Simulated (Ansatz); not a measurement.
Born–Oppenheimer molecular dynamics of BrCl₄HTi (7 atoms, charge 0, multiplicity 1). It starts at the highest image of a converged band. Of that band: A vibrational analysis at the climbing image gives one clearly imaginary mode, 80i cm⁻¹, and a faint second one (17i cm⁻¹) that may be numerical noise or a soft torsion: probably a first-order saddle point.

Method: RKS PBE/def2-SVP (Ansatz 0.2.0).

- ensemble: NVE (velocity Verlet)
- time step: 0.5 fs
- steps asked: 200
- starting velocities drawn for: 100 K
- seed: 4488

First frame:

```xyz
7
Properties=species:S:1:pos:R:3
Ti -0.381 0.000 -0.013
Cl 0.133 0.000 2.483
Cl 1.814 0.000 -0.165
Cl -0.863 1.761 -1.188
Cl -0.863 -1.761 -1.188
Br -2.723 0.000 1.206
H -1.343 0.000 2.355
```

(1) How far do the bonds stretch over the last three quarters of this one trajectory? (Pairs bonded in most of those frames.)

Results:

(1) 
```
   bond  mean (Å)  spread (Å)  shortest  longest
Ti1–Cl2     2.588       0.041      2.53     2.66
Ti1–Cl3     2.208       0.004      2.20     2.22
Ti1–Cl4     2.177       0.011      2.16     2.19
Ti1–Cl5     2.169       0.002      2.17     2.17
Ti1–Br6     2.572       0.006      2.57     2.59
 Cl2–H7     1.427       0.021      1.40     1.46
```

Mean temperature of the second half: 33 K. The conserved energy stayed within 0.00072 meV per atom of its start (net change 0.00014 meV per atom), so the integration is sound. A run of 0.1 ps of so small a system gives no equilibrium averages. The orbitals stay closed-shell, which can raise the energy where a bond breaks towards radicals; this wasn't checked here.

The run took 6 min on 4 threads of Arm Neoverse V2 (shared host), peak memory 0.25 GiB.
